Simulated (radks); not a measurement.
Results of a calculation; reference values are marked as such.
All-electron atom: the arsenic ion As13+ in [Ar] 3d2 (the NIST ground configuration).

Level of theory: Dirac Kohn-Sham, LB94 model potential, spin-unpolarised, spherical densities, finite nucleus; open shells fill j = l - 1/2 first; Fermi nuclear charge, rms radius 4.0968 fm (a radial shooting solver on a logarithmic mesh with Libxc functionals).

Energy parts (eV):
part                   energy
kinetic             61006.953
electron-nucleus  -135420.288
Hartree             16908.078
(The LB94 potential has no energy functional, so no total or exchange-correlation energy is given.)

Orbitals (lengths in bohr, moments of r in powers of bohr):
orbital,occ.,eigenvalue (eV),<r^4>,<r>
1s1/2,2,-12219.71,0.00001980,0.04541
2s1/2,2,-1932.276,0.003905,0.2012
2p1/2,2,-1775.386,0.002709,0.1734
2p3/2,4,-1738.171,0.002899,0.1770
3s1/2,2,-558.3633,0.1757,0.5474
3p1/2,2,-505.3332,0.1790,0.5400
3p3/2,4,-498.6810,0.1880,0.5472
3d3/2,2,-412.4343,0.1658,0.5082
3d5/2,0,-411.1664,0.1681,0.5103

The highest occupied level is 3d3/2 at -412.43 eV. Summed over all electrons, <r^2> = 3.679 bohr^2, which gives a Langevin (diamagnetic) susceptibility term of -2.91 x 10^-6 cm^3/mol. The density falls to 0.001 e/bohr^3 at r = 1.52 bohr. For comparison, the ionisation energy in NIST's Atomic Spectra Database is 418 eV (theoretical). In exact Kohn-Sham theory the highest level is minus the ionisation energy, but local and semilocal functionals leave it too shallow, through self-interaction and a potential that decays too fast; potentials with the right tail come closer. The electron density at the nucleus is 3.563e+04 e/bohr^3.

Beside tabulated values, note that spin-unpolarised runs miss the spin-polarisation part of the exchange energy of open shells.
